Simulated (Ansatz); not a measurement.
System: C₂N, net charge 0, doublet state. It need not be the lowest isomer of its formula. 
Geometry from a B3LYP-D3(BJ)/def2-TZVP (Ansatz, an electronic-structure program) optimisation:
```xyz
3

C      0.0000     0.0000    -1.2396
N      0.0000     0.0000     0.0000
C      0.0000     0.0000     1.2396
```
Charge 0, spin multiplicity 2.

Parts of the frozen-core correlation energy in cc-pVDZ (Ansatz, hartree). Frozen orbitals: 3; correlated occupied orbitals by spin: 7 and 6; virtual: 32 and 33. Open shells are spin-unrestricted. No spin-orbit coupling. Non-relativistic.

| term | value |
|---|---|
| reference (HF) | -130.03720 |
| MP2 opposite-spin | ? |
| MP2 same-spin | -0.08507 |
| CCSD correlation | ? |
| (T) | ? |
| CCSDT minus CCSD(T) | -0.00144 |
| T1 diagnostic | 0.030 |
| largest doubles amplitude | 0.088 |
| <S^2> of the reference | 0.865 |

Q: Complete the blanks.

A: 
- MP2 opposite-spin, value: -0.24058
- CCSD correlation, value: -0.36273
- (T), value: -0.01635
